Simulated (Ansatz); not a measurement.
Hg₅H₁₈Se₅⁻. Total charge -1; doublet. Geometry r2SCAN-D4/def2-SVP, that of the neutral singlet; atoms count from 1.

Cartesian coordinates in Å:
```
Se 1.9733 2.1124 2.5497
Hg 1.1205 4.1335 -0.2750
Se 0.6482 0.7058 -0.5674
Hg 0.5798 2.5144 -3.5226
Se -1.7488 -0.1560 -3.2758
Hg 1.8431 0.4408 5.7478
Se 0.7912 -1.4808 3.0436
Hg 1.4504 -1.6640 -0.2912
Se -1.6804 -2.9395 -0.7408
Hg -3.8863 -3.1114 -3.4096
H 3.1586 1.4789 1.9532
H 2.8038 2.7386 3.5993
H -0.2850 4.4452 0.5432
H 2.5402 3.8754 -1.1014
H -0.6351 0.4746 0.1162
H -0.4601 3.6303 -2.8646
H 1.6360 1.4449 -4.2236
H -2.4610 -0.4165 -4.5433
H -0.5439 -0.8393 -3.7688
H 0.2899 0.9780 5.9651
H 3.4098 -0.0767 5.5955
H -0.3675 -0.5786 2.9816
H -0.0747 -2.6464 3.3052
H 2.1283 -3.1509 -0.2263
H -2.5520 -1.8926 -0.1892
H -1.8572 -3.7790 0.4593
H -2.7860 -3.9071 -4.3586
H -5.0350 -2.3342 -2.5015
```

In the def2 sets Hg takes a core potential; there is no spin–orbit coupling. Single mean-field runs in def2-TZVP are fitted with def2-universal-jkfit. The highest occupied level of the charge -1 doublet lies above zero (up to 0.76 eV). By energy differences its removal costs 0.24 eV (vertical, to the charge 0 singlet, at PBE0-D4/def2-TZVP); self-interaction error and the lack of diffuse functions both raise the level. In the doublet geometry the species has come apart into loosely held pieces.

Estimate the Mulliken populations from the PBE0/def2-TZVP orbitals of Ansatz.


```csv
atom,charge (e),spin (α − β),d electrons
Se1,-0.24,0.00,–
Hg2,0.02,0.20,9.85
Se3,-0.47,0.03,–
Hg4,0.07,0.15,9.85
Se5,-0.25,-0.01,–
Hg6,0.11,0.07,9.85
Se7,-0.27,0.02,–
Hg8,0.21,0.18,9.86
Se9,-0.27,0.02,–
Hg10,0.06,0.13,9.85
H11,0.16,0.00,–
H12,0.11,0.02,–
H13,-0.14,-0.01,–
H14,-0.13,-0.01,–
H15,0.13,-0.02,–
H16,-0.11,-0.01,–
H17,-0.14,0.00,–
H18,0.11,0.03,–
H19,0.17,0.00,–
H20,-0.12,0.00,–
H21,-0.12,0.00,–
H22,0.17,0.00,–
H23,0.09,0.05,–
H24,-0.14,0.12,–
H25,0.16,0.00,–
H26,0.09,0.05,–
H27,-0.12,0.00,–
H28,-0.13,0.00,–
```
Mulliken values and Mayer orders depend strongly on the basis.

Where does the spin sit?

Summed by element: Se 0.06, Hg 0.73, H 0.21, of 1 unpaired in all. Largest on single atoms: Hg2 0.20, Hg8 0.18, Hg4 0.15.

And the Mayer bond orders between bonded heavy atoms (over 0.3)?

Se3–Hg8 0.63 (2.52 Å).
